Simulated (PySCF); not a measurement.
Input of a run (PBE0-D3(BJ)/def2-SVP geometry optimisation, gas phase (PySCF 2.14.0)), started from GFN2-xTB:
```
{"job": {"xc": "PBE0", "basis": "def2-SVP", "d3": "d3bj", "grid": 1, "maxiter": 30, "shake": 0.01, "kind": "geom"}, "charge": 0, "multiplicity": 1}
F     -1.119090     0.440000     1.159910
C     -0.617540    -0.185290     0.081260
F     -1.421430     0.137290    -0.980190
C      0.825350     0.279560    -0.157510
Se     2.178010    -0.761040     0.024220
H     -0.700390    -1.257730     0.260360
H      0.889050     1.318110    -0.437970
```

Output (energies in Eh, forces in Eh/bohr):
```
step   0  E = -2677.54539606  max force = 0.036731
step   1  E = -2677.54646978  max force = 0.015296
step   2  E = -2677.54764881  max force = 0.004656
step   3  E = -2677.54770335  max force = 0.004409
step   4  E = -2677.54787860  max force = 0.001928
step   5  E = -2677.54788977  max force = 0.000748
step   6  E = -2677.54789204  max force = 0.000180
optimisation converged
```

Summarise the run.

The energy falls by 0.068 eV over 7 energy and gradient evaluations, the largest force component goes from 0.0367 to 1.8e-04 Eh/bohr, and the atoms move by 0.069 Å rms after alignment. The bond that changes most is C2–C4 (ends: CHF2 carbon; carbon bonded to C, Se and H), which shortens by 0.033 Å. Bonds longer at the end by more than 0.005 Å: 4 of 6; shorter: 2. Among the angles that change most is Se5–C4–H7, from 124.4° to 122.2°. The energy never rose by more than 1e-6 Eh on the way. The first step brought 43 % of the lowering.

What are the final bond lengths?

F1–C2 1.351 Å, C2–F3 1.351 Å, C2–C4 1.501 Å, C4=Se5 1.742 Å, C2–H6 1.103 Å, C4–H7 1.100 Å. Numbering counts from 1 in the input's order; the species is `C(F)(C=[Se])F`.

The run used 98 basis functions and 54 SCF cycles in all.

Not checked by PBE0-D3(BJ)/def2-SVP frequencies. One conformer, not necessarily the lowest.

The values belong to the conformer `[F:1][CH:2]([F:3])[CH:4]=[Se:5]`: F1–C2–C4–Se5 121°.
